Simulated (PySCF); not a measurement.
## Adding and removing an electron: KI

RHF-CCSD(T); basis K x2c-SVPall, I x2c-SVPall; spin-free X2C with a Gaussian nucleus; PySCF 2.14. Neutral (RHF): singlet (closed shell), Re = 3.104 Å, ωe = 185 cm⁻¹, De = 3.14 eV.

KI⁺ (UHF): doublet (π ↑), Re = 3.663 Å, ωe = 82.0 cm⁻¹, De = 0.33 eV to K⁺ + I. The energies at the minima are -7713.52470 hartree for KI and -7713.26949 for KI⁺.

Q: Work out the adiabatic ionisation energy, without and with harmonic zero-point energies (1 hartree = 27.2114 eV, 1 eV = 8065.5 cm⁻¹), and the change of the bond length.

A: At CCSD(T): 0.25521 hartree = 6.945 eV between the minima; the zero-point term (82.0 − 185.0)/2 cm⁻¹ = -0.006 eV makes it 6.938 eV. Re changes by +55.9 pm against the neutral. The electron leaves a π orbital, and the ion is left as a loose complex of an ion and an atom.

Correlated steps freeze 23 core orbitals. Weak bonds: KI⁺. Basis-set superposition, not corrected here, can be much of De in a small basis, most of all at correlated wavefunction levels. These are scalar-relativistic numbers at best; spin–orbit coupling would shift them, the dissociation energy most. For an ion De counts to the pair picked by the measured ionisation energies or electron affinities, which need not be the lowest pair at this level. Where the molecule has an RHF reference, its open-shell atoms are computed with UHF. States were picked by a PBE0 search and need not be the measured ground states.

Neutral and ion stand on different kinds of reference determinant, which adds to the error of the difference.
